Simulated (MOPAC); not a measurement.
MOPAC input (MNDO):

```
MNDO PRECISE GNORM=0.05 LET XYZ CHARGE=1 GEO-OK AUX(PRECISION=9) THREADS=1
ClHg

Hg   -0.00000000 1   -0.00000000 1   -0.39797072 1
Cl    0.00000000 1    0.00000000 1    1.87280339 1
```

Output:

```
 *******************************************************************************
 **                                                                           **
 **                              MOPAC v23.2.5                                **
 **                                                                           **
 *******************************************************************************
 ** MOPAC's Digital Object Identifier: https://doi.org/10.5281/zenodo.6511958 **
 **                                                                           **
 ** Please cite the open-source release paper for use of this MOPAC version:  **
 ** J. E. Moussa and J. J. P. Stewart (2026)                                  **
 ** MOPAC: An open-source semiempirical molecular orbital program             **
 ** J. Open Source Softw., 11(119), 8025, https://doi.org/10.21105/joss.08025 **
 *******************************************************************************

                              MNDO CALCULATION RESULTS

 *******************************************************************************
 *  MNDO       - The MNDO Hamiltonian to be used
 *  GEO-OK     - OVERRIDE INTERATOMIC DISTANCE AND OTHER SAFETY CHECKS
 *
 *
 *
 *                 CHARGE ON SYSTEM = +1
 *
 *
 *
 *  LET        - OVERRIDE SOME SAFETY CHECKS
 *  PRECISE    - TIGHTER CRITERIA TO BE USED
 *  XYZ        - CARTESIAN COORDINATE SYSTEM TO BE USED
 *  GNORM      - EXIT WHEN GRADIENT NORM DROPS BELOW 0.050
 *  AUX        - OUTPUT AUXILIARY INFORMATION
 *******************************************************************************
MNDO PRECISE GNORM=0.05 LET XYZ CHARGE=1 GEO-OK AUX(PRECISION=9) THREADS=1
 ClHg

   ATOM   CHEMICAL          X               Y               Z
  NUMBER   SYMBOL      (ANGSTROMS)     (ANGSTROMS)     (ANGSTROMS)

     1      Hg         -0.00000000  *  -0.00000000  *  -0.39797072  *
     2      Cl          0.00000000  *   0.00000000  *   1.87280339  *

          CARTESIAN COORDINATES

    NO.       ATOM           X           Y           Z

     1        Hg         -0.0000     -0.0000     -0.3980
     2        Cl          0.0000      0.0000      1.8728

 Cl: (MNDO): M.J.S.DEWAR, H.S.RZEPA, J. COMP. CHEM., 4, 158, (1983)
 Hg: (MNDO): M.J.S.DEWAR,  ET. AL. ORGANOMETALLICS 4, 1964, (1985)

           Empirical Formula: Hg Cl  =     2 atoms

      MOLECULAR POINT GROUP   :   C*v

      RHF CALCULATION, NO. OF DOUBLY OCCUPIED LEVELS = 4

          Geometry optimization using EF

          DIAGONAL MATRIX USED AS START HESSIAN

 CYCLE:     1  GRAD.:    35.792 HEAT:  235.6662
 CYCLE:     2  GRAD.:   125.424 HEAT:  242.0373
 CYCLE:     3  GRAD.:     9.226 HEAT:  234.7564
 CYCLE:     4  GRAD.:     2.132 HEAT:  234.7020
 CYCLE:     5  GRAD.:     0.054 HEAT:  234.6990
 CYCLE:     6  GRAD.:     0.001 HEAT:  234.6990

     GRADIENT =  0.00138 IS LESS THAN CUTOFF =  0.05000

 -------------------------------------------------------------------------------
 MNDO PRECISE GNORM=0.05 LET XYZ CHARGE=1 GEO-OK AUX(PRECISION=9) THREADS=1
 ClHg

     GEOMETRY OPTIMISED USING EIGENVECTOR FOLLOWING (EF).
     SCF FIELD WAS ACHIEVED

                              MNDO CALCULATION
                                                       MOPAC v23.2.5 Linux

          FINAL HEAT OF FORMATION =        234.69900 KCAL/MOL =     981.98061 KJ/MOL

          COSMO AREA              =         72.98 SQUARE ANGSTROMS
          COSMO VOLUME            =         54.45 CUBIC ANGSTROMS

          GRADIENT NORM           =          0.00138          =       0.00098 PER ATOM
          IONIZATION POTENTIAL    =         18.057490 EV
          HOMO LUMO ENERGIES (EV) =        -18.057-10.028
          NO. OF FILLED LEVELS    =          4
          MOLECULAR WEIGHT        =        236.0430         POINT GROUP:  C*v

          MOLECULAR DIMENSIONS (Angstroms)

            Atom       Atom       Distance
           Cl     2   Hg     1     2.19714
           Cl     2   Hg     1     0.00000
           Hg     1   Cl     2     0.00000

          SCF CALCULATIONS        =          7

   ATOM   CHEMICAL          X               Y               Z
  NUMBER   SYMBOL      (ANGSTROMS)     (ANGSTROMS)     (ANGSTROMS)

     1      Hg          0.00000000  *   0.00000000  *  -0.36115419  *
     2      Cl          0.00000000  *  -0.00000000  *   1.83598686  *

                             CARTESIAN COORDINATES

   1   Hg        0.000000000     0.000000000    -0.361154190
   2   Cl        0.000000000    -0.000000000     1.835986860

           Empirical Formula: Hg Cl  =     2 atoms

      MOLECULAR POINT GROUP   :   C*v

                  EIGENVALUES
 -30.71793 -20.71575 -18.05749 -18.05749 -10.02814  -2.92567  -2.92567  -2.22209

              NET ATOMIC CHARGES AND DIPOLE CONTRIBUTIONS

  ATOM NO.   TYPE          CHARGE      No. of ELECS.   s-Pop       p-Pop
    1         Hg           0.972272        1.0277     0.66127     0.36645
    2         Cl           0.027728        6.9723     1.97386     4.99841
 DIPOLE           X         Y         Z       TOTAL
 POINT-CHG.     0.000     0.000    -1.292     1.292
 HYBRID         0.000     0.000    -3.608     3.608
 SUM            0.000     0.000    -4.901     4.901

          ATOMIC ORBITAL ELECTRON POPULATIONS

     Atom    s        px        py        pz
    1 Hg   0.66127   0.06819   0.06819   0.23008
    2 Cl   1.97386   1.93181   1.93181   1.13478

 **********************
 *                    *
 * JOB ENDED NORMALLY *
 *                    *
 **********************

 == MOPAC DONE ==
```

The dipole moment of an ion depends on the origin.
